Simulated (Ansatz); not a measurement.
CH6SeSi2, SMILES `C1[SiH2][Se][SiH2]1`, 10 atoms. Total charge 0; spin multiplicity 1. Correlated methods include outer-core shells of Se, which these sets cover unevenly. Scalar relativity is left out up to krypton. All runs use 4 threads of an AMD EPYC 7B13 on a shared host. Correlated methods freeze the cores.

(1) How many basis functions does each run have, and how long does it take in Ansatz? RHF-MP2/def2-QZVPP energy; RKS r2SCANh-D4/def2-TZVPP energy; RKS PBE0-D4/def2-TZVP frequencies; RKS PBE0-D4/def2-TZVP relaxation (5 steps); RKS ωB97M-V/def2-QZVPP energy; RKS B97M-V/def2-TZVPP energy; RKS PBE0-D4/def2-QZVPP energy; RKS r2SCAN-D4/def2-TZVPP energy and forces; RHF-CCSD(T)/def2-SVP energy; RKS ωB97M-V/def2-SVP energy; RKS PBE-D4/def2-TZVPP energy and forces; RHF-CCSD(T)/def2-TZVPP energy. (Best estimate.)

## Answers

(1) Computed: Other jobs shared the machine, so times are rough.

| level | job | functions | wall time | peak host memory (GiB) |
| --- | --- | --- | --- | --- |
| RKS PBE-D4/def2-TZVPP | energy and forces | 247 | 2.3 s | 0.38 |
| RKS ωB97M-V/def2-SVP | energy | 112 | 3.9 s | 0.4 |
| RKS r2SCAN-D4/def2-TZVPP | energy and forces | 247 | 4.3 s | 0.4 |
| RKS r2SCANh-D4/def2-TZVPP | energy | 247 | 4.6 s | 0.79 |
| RHF-CCSD(T)/def2-SVP | energy | 112 | 4.7 s | 0.51 |
| RKS B97M-V/def2-TZVPP | energy | 247 | 7.5 s | 0.47 |
| RKS PBE0-D4/def2-QZVPP | energy | 466 | 8.5 s | 2.1 |
| RKS PBE0-D4/def2-TZVP | relaxation (5 steps) | 189 | 18 s | 0.62 |
| RKS ωB97M-V/def2-QZVPP | energy | 466 | 19 s | 2.5 |
| RHF-MP2/def2-QZVPP | energy | 466 | 20 s | 3 |
| RHF-CCSD(T)/def2-TZVPP | energy | 247 | 100 s | 4.7 |
| RKS PBE0-D4/def2-TZVP | frequencies | 189 | 2.2 min | 0.6 |
